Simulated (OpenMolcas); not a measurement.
An atom or ion with 21 electrons was computed by SS-CASPT2, IPEA 0.25 Eh, imaginary shift 0.1 Eh with spin-orbit coupling (OpenMolcas, ANO-RCC-VTZP, DKH2). The lowest levels that the run gave, each within 12 % of the measured value where one is at hand:

```json
{"J": "3/2", "Parity": "even", "E (cm⁻¹)": "0.0", "g": "0.400"}
{"J": "5/2", "Parity": "even", "E (cm⁻¹)": "737", "g": "1.029"}
{"J": "7/2", "Parity": "even", "E (cm⁻¹)": "1720", "g": "1.238"}
{"J": "9/2", "Parity": "even", "E (cm⁻¹)": "2910", "g": "1.333"}
{"J": "1/2", "Parity": "even", "E (cm⁻¹)": "22180", "g": "2.644"}
{"J": "3/2", "Parity": "even", "E (cm⁻¹)": "22410", "g": "1.720"}
{"J": "5/2", "Parity": "even", "E (cm⁻¹)": "23360", "g": "1.600"}
{"J": "7/2", "Parity": "even", "E (cm⁻¹)": "24360", "g": "0.889"}
{"J": "9/2", "Parity": "even", "E (cm⁻¹)": "25340", "g": "1.107"}
{"J": "3/2", "Parity": "even", "E (cm⁻¹)": "30900", "g": "1.142"}
{"J": "1/2", "Parity": "even", "E (cm⁻¹)": "31190", "g": "0.692"}
{"J": "9/2", "Parity": "even", "E (cm⁻¹)": "33930", "g": "0.914"}
```

Problem. Which ion is it, and what are the configurations and terms?

Solution. Co VII (Z = 27, charge +6; active space 3 electrons in 10 orbitals (3d 4d)). J, parity and g give the terms where levels are pure, and mixed ones are named by the computed weights; the size of the splittings, set against known spectra of the 21-electron sequence, gives the charge. In order, with the measured energies in cm⁻¹ (Sugar and Corliss, J. Phys. Chem. Ref. Data 10, 1097 (1981)): 3d³ ⁴F_3/2, 3d³ ⁴F_5/2 (698), 3d³ ⁴F_7/2 (1610), 3d³ ⁴F_9/2 (2723), 3d³ ⁴P_1/2 (21096), 3d³ ⁴P_3/2 (21304), 3d³ ⁴P_5/2 (22187), 3d³ ²G_7/2, 3d³ ²G_9/2, 3d³ ²P_3/2 [59 %], 3d³ ²P_1/2, 3d³ ²H_9/2.

CASPT2 breaks the degeneracy within a term, and the mean is taken; among the terms shown or strongly mixed into the levels shown the widest spread is 420 cm-1 (3d³ ²H). Active for correlation alone: 4d; no level in the range computed is led by a configuration that fills it, so any true level of that kind is missing. Measured partners are found by configuration, term and J. A level has none where our copy of the source lacks it or the pairing is in doubt (some pairs that miss far off the trend of their configuration count as doubtful), and it then counts in no deviation. Levels of configurations outside the active space are missing.

A share in square brackets marks a mixed level and gives the weight of the term that names it.
